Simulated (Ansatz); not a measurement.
Ansatz (an electronic-structure program) input (HF/aug-cc-pV(Q+d)Z): A basis named .json is the Basis Set Exchange file of that set (core-valence sets with the plain set on hydrogen).

Ansatz 0.2 input:
```yaml
crystal:
  periodic: [false, false, false]
  atoms:
    - {symbol: P, position_ang: [0.00000000, 0.00000000, 0.00000000]}
basis:
  gaussian:
    orbitals: aug-cc-pV_Q+d_Z.json
    fitting: {mean_field: def2-SV_P_-JKFIT.json}
hamiltonian:
  xc: {name: HF}
magnetization: {spin_polarized: true, initial_magnetization: 3}
scf: {lower_state_search: full}
```

Output:

```
Functional definition: HF
integrals: 0.01 GiB planned
128 factors; integrals over basis functions are off by at most 1.2e0 eV
mean field: 0.10 GiB planned
mean field evaluation 1: about -9271.3338 eV, gradient 3.4e0 eV
mean field evaluation 2: about -9271.4191 eV, gradient 1.0e0 eV
mean field evaluation 4: about -9271.4301 eV, gradient 1.9e-4 eV
mean field evaluation 8: about -9271.0202 eV, gradient 4.7e0 eV
mean field evaluation 16: about -9258.9467 eV, gradient 6.6e1 eV
mean field -9271.43014033 eV, -340.7187732560 hartree, gradient 1.2e-5 eV, S^2 3.750674; 2 other end points of the search recorded, 0 dependent functions left out
reference -9271.43014033 eV, -340.7187732560 hartree; 9, 6 occupied and 80, 83 virtual orbitals, 128 factors
Total energy: -9271.43014033 eV, -340.7187732560 hartree
```
